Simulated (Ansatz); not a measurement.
Mulliken charges of BrH₄NSeSi, SMILES `N[SiH]([SeH])Br` from r2SCAN/def2-TZVPP in Ansatz (PBE0-D4/def2-TZVP geometry).

```csv
atom,x (Å),y (Å),z (Å),charge (e)
N1,-0.162,1.423,-0.220,-0.430
Si2,-0.308,-0.217,0.190,0.526
Se3,1.761,-0.848,0.863,-0.188
Br4,-0.972,-1.592,-1.449,-0.247
H5,-0.979,2.012,-0.255,0.160
H6,0.554,1.732,-0.858,0.166
H7,-1.359,-0.327,1.222,-0.065
H8,1.558,-2.241,0.452,0.077
```

Task: By hand: the dipole of these point charges (1 e Å = 4.8032 D).

Result: Σ q r = (-0.040, 0.285, 0.162) e Å, of length 0.330 e Å = 1.59 D.

Task: How does the dipole of the full density compare? (Estimate.)

Result: Computed: (-0.052, 0.349, -0.041) e Å, 1.71 D; the point charges give 0.93 times that, at 36° from its direction.

Point charges leave out the atoms' own dipoles, such as those of lone pairs, and Mulliken's split depends on the basis, so the two needn't agree.
